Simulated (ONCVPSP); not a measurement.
Before and after: ONCV potential for Te

tellurium (Te), optimised norm-conserving Vanderbilt (ONCV), made with ONCVPSP 4.0.1 (LDA (Perdew-Wang 92), scalar-relativistic). Core [Kr], reference 4d10 5s2 5p4. Waves: 5s: rc 1.70 bohr, ncon 5, nbas 9, qcut 3.3 1/bohr, 2 projectors, debl 1 Ha; 5p: rc 2.10 bohr, ncon 4, nbas 8, qcut 4.1 1/bohr, 1 projector; 4d: rc 0.90 bohr, ncon 3, nbas 8, qcut 10.1 1/bohr, 2 projectors, debl 2.8 Ha. Local part: polynomial inside 0.65 bohr (lpopt 5, dvloc0 0 Ha). Core correction: Teter function, fcfact 6, rcfact 1.2.

All-electron outer shells of the reference configuration (LDA (PZ), scalar-relativistic, ld1.x):

```csv
shell,level (eV),outermost node (bohr),outermost maximum (bohr)
4s,-163.99,0.38,0.70
4p,-114.19,0.38,0.74
4d,-41.70,0.36,0.81
5s,-15.36,0.91,1.77
5p,-6.12,1.00,2.17
```

Change: all radii but the core radius scaled by about 1.32 (s 2.24, p 2.78, d 1.18 bohr); local potential polynomial inside 0.86 bohr (lpopt 5, dvloc0 0 Ha).

Cutoffs: the cutoffs (Ha) at which the residual kinetic energy of the hardest occupied pseudo-wave falls to 1 and 0.1 mHa per electron; they do not see the model core or the augmentation charge, which bear on the density cutoff. Errors are all-electron minus pseudo energies relative to the spin-unpolarised reference configuration.

Predict the effect on cutoff, ghosts and configuration errors.

The potential gets softer (51 Ha and 190 Ha → 44 Ha and 52 Ha); both files keep a bound ghost (p, s); the lowest positive-energy flag moves from s at 6.9 eV to s at 99.6 eV; the number of tests with a reliable result goes from 3 to 4; of the 3 tests that both files solve, the error grows in 0 and shrinks in 2 by more than 15 % and 0.3 meV (median size 10.8 → 2.6 meV). A larger radius leaves more room for a smooth pseudo-wave, so fewer plane waves are needed.

```csv
quantity,base,changed
"cutoff, loose",51 Ha,44 Ha
"cutoff, tight",190 Ha,52 Ha
loose cutoff by channel,"s 23 Ha, p 7.1 Ha, d 51 Ha","s 20 Ha, p 4.8 Ha, d 44 Ha"
bound ghosts,"s, p","s, p"
GHOST(+) flags under 300 eV,s at 6.9 eV,s at 99.6 eV
tests with a reliable result,3 of 4,4 of 4
"error for 4d10 5s2 5p3, meV [ΔE 9.91 eV]",+1.3,-0.4
"error for 4d10 5s2 5p2, meV [ΔE 28.08 eV]",+11,-2.6
"error for 4d10 5s2 5p1, meV [ΔE 55.31 eV]",+25,-26
"rms error of d²Exc/dni dnj with the model core, mHa",1.98,2.08
```

 A true bound ghost makes a file unfit for plane-wave use even where its test errors are small: the radial tests pick states by their node count and pass the ghost by.
